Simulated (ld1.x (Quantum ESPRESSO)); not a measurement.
**Which change was made? (Ce, PAW)**

* Element: cerium
* Generator: ld1.x (Quantum ESPRESSO) 7.5
* Type: PAW
* Functional: LDA (PZ)
* Relativity: scalar-relativistic
* Frozen core: [Kr] 4d10 4f1
* Valence charge: 11
* Reference configuration: 5s2 5p6 5d1 6s1.5 6p0 (charge +0.5)
* Partial waves: 5s (bound): rcut 2.10, rcutus 2.40 bohr; 6s (bound): rcut 2.10, rcutus 2.40 bohr; 5p (bound): rcut 2.35, rcutus 2.85 bohr; 6p (bound, empty): rcut 2.35, rcutus 2.85 bohr; 5d (bound): rcut 1.95, rcutus 2.55 bohr; 5d channel at 0.95 Ry: rcut 1.95, rcutus 2.55 bohr
* Local potential: all-electron potential smoothed inside 2.70 bohr (lloc = -2)
* Core correction: Bessel-smoothed model core inside 2.25 bohr
* Augmentation charge: BESSEL, radius 1.80 bohr

Cutoffs, loose and tight: the cutoffs (Ry, on a coarse ladder) from which the occupation-weighted sum of valence levels, in a spherical-Bessel basis at the reference potential, stays within 10 and 1 mRy of its value at 400 Ry. They do not see the model core or the augmentation charge, which bear on the density cutoff. Test errors are all-electron minus pseudo excitation energies from the reference, over the configurations 5s2 5p6 5d1 6s2 6p0; 5s2 5p6 5d1 6s1 6p0; 5s2 5p6 5d1 6s0 6p0; 5s2 5p6 5d2 6s1 6p0; 5s2 5p6 5d0 6s2 6p1; 5s2 5p6 5d2 6s0 6p0; 5s2 5p6 5d1.5 6s1.5 6p0 (two spin-polarised tests are not counted in the largest error); variants that change the core or the reference have their own tests.

The base gives: outcome: generated; cutoff, loose: 12 Ry; cutoff, tight: 18 Ry; bound ghosts: none; largest test error (meV): -7.7.

On the changes marked as counting shells twice: ld1.x takes every shell without a wave as core, so the model core holds the marked electrons as well and exchange and correlation see them twice. This cancels in the reference configuration, but the file is broken for other ones, and its errors say nothing about a proper core correction.

(1) After one change the result is: outcome: generated, overlap not positive; bound ghosts: not determined (overlap not positive); largest test error (meV): -6.9. Which change was it?
A. reference 5s2 5p6 5d0 6s0 6p0
B. local potential all-electron potential smoothed inside 2.40 bohr (lloc = -2)
C. type TM; waves now 5s (bound): rc 2.40 bohr; 5p (bound): rc 2.85 bohr; 5d (bound): rc 2.55 bohr; local potential the d channel (6s counted twice)

Results:

(1) B. The others give: reference 5s2 5p6 5d0 6s0 6p0 → outcome: generated; cutoff, loose: 10 Ry; cutoff, tight: 18 Ry; bound ghosts: none; largest test error (meV): -52 | type TM; waves now 5s (bound): rc 2.40 bohr; 5p (bound): rc 2.85 bohr; 5d (bound): rc 2.55 bohr; local potential the d channel (6s counted twice) → outcome: generated, misses its reference levels by 0.61 eV; cutoff, loose: 18 Ry; cutoff, tight: 35 Ry; bound ghosts: none; largest test error (meV): +997. A file whose overlap is not positive is unfit for use, and its test errors describe a broken file.
